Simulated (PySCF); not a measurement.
Species: C₄H₁₀NOP.
Structure used (GFN2-xTB), in Å, numbered top down from 1:
```xyz
17
C4H10NOP angstrom
C     -2.461   -1.211   -0.274
N     -1.463   -0.181   -0.523
P     -0.323    0.166    0.683
C     -0.003    1.930    0.187
C      1.233   -0.486   -0.153
C      2.513   -0.345    0.610
O      1.138   -1.014   -1.234
H     -2.827   -1.102    0.747
H     -2.083   -2.229   -0.400
H     -3.295   -1.063   -0.962
H     -1.010   -0.327   -1.427
H      0.802    2.356    0.781
H      0.242    1.994   -0.872
H     -0.917    2.488    0.378
H      2.486   -1.058    1.434
H      3.370   -0.556   -0.024
H      2.590    0.652    1.040
```

PySCF, density fitting, gas phase, GFN2-xTB geometry. The standard run uses grid level 2 after a coarse-grid start, the def2-universal JK fitting basis (with tight functions added where the orbital basis needs them), an energy threshold of 1e-9 Eh and DIIS. Cycle counts include a coarse-grid stage where the run had one.

Task: Standard PBE0/def2-SVPD: E = -629.009072 Eh, HOMO -6.649 eV, LUMO -0.940 eV, dipole 1.557 D, 14 cycles (coarse-grid cycles included). What changes at PBE0/def2-SVPD with: grid level 4?

Result: E = -629.009076 Eh (-0.004 mEh), HOMO -6.649 eV (0.000), LUMO -0.940 eV (0.000), dipole 1.557 D (0.000), 14 SCF cycles. The result matches the standard run within 0.02 mEh and 0.003 eV.

The cycles:
```
cycle   1  E = -628.8007908276  dE =  7.204e-01  |g| = 7.717e-01  |ddm| = 5.510e+00
cycle   2  E = -628.3902839450  dE =  4.105e-01  |g| = 1.625e+00  |ddm| = 2.593e+00
cycle   3  E = -628.9210196430  dE = -5.307e-01  |g| = 1.822e-01  |ddm| = 1.761e+00
cycle   4  E = -628.9284359207  dE = -7.416e-03  |g| = 6.227e-02  |ddm| = 3.386e-01
cycle   5  E = -628.9292392430  dE = -8.033e-04  |g| = 2.028e-02  |ddm| = 1.190e-01
cycle   6  E = -628.9293391560  dE = -9.991e-05  |g| = 5.049e-03  |ddm| = 3.942e-02
cycle   7  E = -628.9293444613  dE = -5.305e-06  |g| = 1.555e-03  |ddm| = 1.085e-02
cycle   8  E = -629.0090400472  dE = -2.484e-05  |g| = 1.275e-02  |ddm| = 1.282e-01
cycle   9  E = -629.0089723639  dE =  6.768e-05  |g| = 2.241e-02  |ddm| = 3.567e-02
cycle  10  E = -629.0090732747  dE = -1.009e-04  |g| = 3.338e-03  |ddm| = 2.331e-02
cycle  11  E = -629.0090757026  dE = -2.428e-06  |g| = 2.320e-04  |ddm| = 3.926e-03
cycle  12  E = -629.0090757114  dE = -8.731e-09  |g| = 1.545e-04  |ddm| = 6.719e-04
cycle  13  E = -629.0090757167  dE = -5.283e-09  |g| = 2.846e-05  |ddm| = 3.422e-04
cycle  14  E = -629.0090757169  dE = -2.090e-10  |g| = 1.113e-05  |ddm| = 7.197e-05
```
